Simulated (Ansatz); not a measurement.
Ansatz (a program for electronic structure) input for chlorotrifluoromethane (CClF3), SMILES FC(Cl)(F)F, ωB97X-V/def2-TZVPD. Geometry optimised at r2SCAN-D4/def2-SVP.

Ansatz 0.2 input:
```yaml
crystal:
  periodic: [false, false, false]
  atoms:
    - {symbol: F, position_ang: [1.07760549, 0.62215582, 0.81182483]}
    - {symbol: C, position_ang: [0.00000000, -0.00000000, 0.35591200]}
    - {symbol: F, position_ang: [-0.00000000, -1.24431164, 0.81182483]}
    - {symbol: F, position_ang: [-1.07760548, 0.62215582, 0.81182484]}
    - {symbol: Cl, position_ang: [-0.00000000, 0.00000000, -1.41498486]}
basis:
  gaussian:
    orbitals: def2-TZVPD
hamiltonian:
  xc: {name: wB97X-V}
```

It prints:

```
Functional definition: wB97X-V
integrals: 0.17 GiB planned
1054 factors; their error is unknown
integrals: 0.20 GiB planned
257 factors; integrals over basis functions are off by at most 2.5e-5 eV
mean field: 1.31 GiB planned
mean field evaluation 1: about -21706.3971 eV, gradient 4.8e1 eV
mean field evaluation 2: about -21705.9119 eV, gradient 5.6e1 eV
mean field evaluation 4: about -21709.9276 eV, gradient 7.7e-1 eV
mean field evaluation 8: about -21709.9611 eV, gradient 3.2e-1 eV
mean field evaluation 16: about -21709.9612 eV, gradient 5.0e-5 eV
mean field -21709.96116075 eV, -797.8263571175 hartree, gradient 5.0e-5 eV, S^2 0.000000; 0 other end points of the search recorded, 0 dependent functions left out
reference -21709.96115785 eV, -797.8263570109 hartree; 25, 25 occupied and 178, 178 virtual orbitals, 1054 factors
Total energy: -21709.96115785 eV, -797.8263570109 hartree
```

The run converged.
